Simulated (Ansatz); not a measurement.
Mulliken charges of `[NH2][GeH2][CH]=O` from ωB97M-V/def2-TZVPP in Ansatz (PBE0-D4/def2-TZVP geometry).

| atom | x (Å) | y (Å) | z (Å) | charge (e) |
| --- | --- | --- | --- | --- |
| N1 | -0.841 | 1.262 | -0.383 | -0.390 |
| Ge2 | 0.009 | -0.005 | 0.646 | 0.245 |
| C3 | 0.763 | -1.353 | -0.635 | 0.034 |
| O4 | 1.657 | -2.101 | -0.347 | -0.238 |
| H5 | -0.247 | 1.999 | -0.735 | 0.111 |
| H6 | -1.647 | 1.682 | 0.056 | 0.115 |
| H7 | 1.163 | 0.526 | 1.520 | 0.008 |
| H8 | -1.072 | -0.670 | 1.514 | 0.022 |
| H9 | 0.304 | -1.386 | -1.652 | 0.091 |

**Question.** By hand: the dipole of these point charges (1 e Å = 4.8032 D).

**Answer.** Σ q r = (-0.242, 0.239, 0.189) e Å, of length 0.389 e Å = 1.87 D.

**Question.** How does the dipole of the full density compare? (An estimate is asked.)

**Answer.** Computed: (-0.329, 0.521, 0.048) e Å, 2.97 D; the point charges give 0.63 times that, at 28° from its direction.

Point charges leave out the atoms' own dipoles, such as those of lone pairs, and Mulliken's split depends on the basis, so the two needn't agree.
